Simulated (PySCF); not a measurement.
A side-by-side comparison of computed properties.

First species: C4H3FS.
Bonds: F1–C2, C2–C3 (aromatic), C3–C4 (aromatic), C4–S5 (aromatic), S5–C6 (aromatic), C2–C6 (aromatic). Hydrogens: H7 on C3; H8 on C4; H9 on C6.

Second species: C4HF3N2O.
InChI=1S/C4HF3N2O/c5-2(3(6)7)4-8-1-9-10-4/h1H

Levels: PBE0/pcSseg-1 for dipole moment, HOMO energy, LUMO energy and HOMO–LUMO gap; GFN2-xTB for rotational constant A and rotational constant C. Geometries: GFN2-xTB. Each species is one conformer at its optimised geometry, gas phase, non-relativistic unless stated. Electronic properties by PySCF.

Dipoles, sizes and rotational constants follow the conformer. The torsions of the flexible species, by atom-mapped SMILES:
- `[F:1][C:2]([F:3])=[C:4]([F:5])[c:6]1[n:7][cH:8][n:9][o:10]1`: C2–C4–C6–N7 0°

Task: Which of the two has the higher dipole moment, and by how much?

Result: The second: 1.39 D against 1.25 D, a difference of 0.14 D.

Task: Which of the two has the higher HOMO energy, and by how much?

Result: The first: -7.07 eV against -7.78 eV, a difference of 0.71 eV.

Task: Which of the two has the higher LUMO energy, and by how much?

Result: The first: -0.64 eV against -2.04 eV, a difference of 1.40 eV.

Task: Which of the two has the higher rotational constant A, and by how much?

Result: The first: 7.289 GHz against 3.007 GHz, a difference of 4.282 GHz.

Task: Which of the two has the higher rotational constant C, and by how much?

Result: The first: 1.852 GHz against 0.710 GHz, a difference of 1.142 GHz.

Task: Which of the two has the higher HOMO–LUMO gap, and by how much?

Result: The first: 6.43 eV against 5.74 eV, a difference of 0.69 eV.

On the first: In atomic units the dipole is 0.49 e·bohr (1 au = 2.5417 D).

On the second: The dipole matches unit charges of opposite sign 0.29 Å apart (1 e·Å = 4.8032 D). A dipole of 1.39 D is allowed in Cs, and pure rotational transitions are dipole-allowed.
